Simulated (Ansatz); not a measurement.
Ansatz (a first-principles code) input (CCSD(T)/def2-QZVPP):
A basis named .json is the Basis Set Exchange file of that set.

Ansatz 0.2 input:
```yaml
crystal:
  periodic: [false, false, false]
  atoms:
    - {symbol: Y, position_ang: [1.11607208, -0.02493613, -0.00877934]}
    - {symbol: I, position_ang: [-0.38311617, 1.74458709, -1.42816909]}
    - {symbol: I, position_ang: [-0.43814441, -1.72623786, 1.43462936]}
basis:
  gaussian:
    orbitals: def2-QZVPP.json
total_charge: 1
magnetization: {spin_polarized: false}
correlation: {method: ccsd_t, electrons: outside_noble_gas}
```

Output:

```
Functional definition: HF
integrals: 1.48 GiB planned
1512 factors; integrals over basis functions are off by at most 5.5e-4 eV
mean field: 1.22 GiB planned
mean field evaluation 1: about -17171.1367 eV, gradient 2.8e1 eV
mean field evaluation 2: about -17171.2298 eV, gradient 2.8e1 eV
mean field evaluation 4: about -17174.2221 eV, gradient 3.6e0 eV
mean field evaluation 8: about -17174.2753 eV, gradient 4.6e-1 eV
mean field evaluation 16: about -17171.1361 eV, gradient 2.8e1 eV
mean field -17174.27751076 eV, -631.1430573769 hartree, gradient 9.4e-6 eV, S^2 0.000000; 0 other end points of the search recorded, 0 dependent functions left out
22 core orbitals not correlated
reference -17174.27751076 eV, -631.1430573769 hartree; 8, 8 occupied and 215, 215 virtual orbitals, 1512 factors
second order -9.67797866 eV of doubles, -0.00000000 eV of singles
coupled cluster: 1.62 GiB planned
cycle   1  -10.02453675 eV  change   -3.5e-1 eV  update   1.0e-1
cycle   2  -10.24545534 eV  change   -2.2e-1 eV  update   3.7e-2
cycle   3  -10.32607442 eV  change   -8.1e-2 eV  update   1.9e-2
cycle   4  -10.32048107 eV  change    5.6e-3 eV  update   5.2e-3
cycle   5  -10.31720659 eV  change    3.3e-3 eV  update   2.3e-3
cycle   6  -10.31722349 eV  change   -1.7e-5 eV  update   8.0e-4
cycle   7  -10.31717624 eV  change    4.7e-5 eV  update   2.8e-4
cycle   8  -10.31723058 eV  change   -5.4e-5 eV  update   9.8e-5
cycle   9  -10.31728599 eV  change   -5.5e-5 eV  update   3.7e-5
cycle  10  -10.31728125 eV  change    4.7e-6 eV  update   1.3e-5
perturbative correction -0.57990104 eV, -0.0213109702 hartree
Total energy: -17185.17469305 eV, -631.5435214398 hartree
```

The spin state was set by rule; other spins were not relaxed.
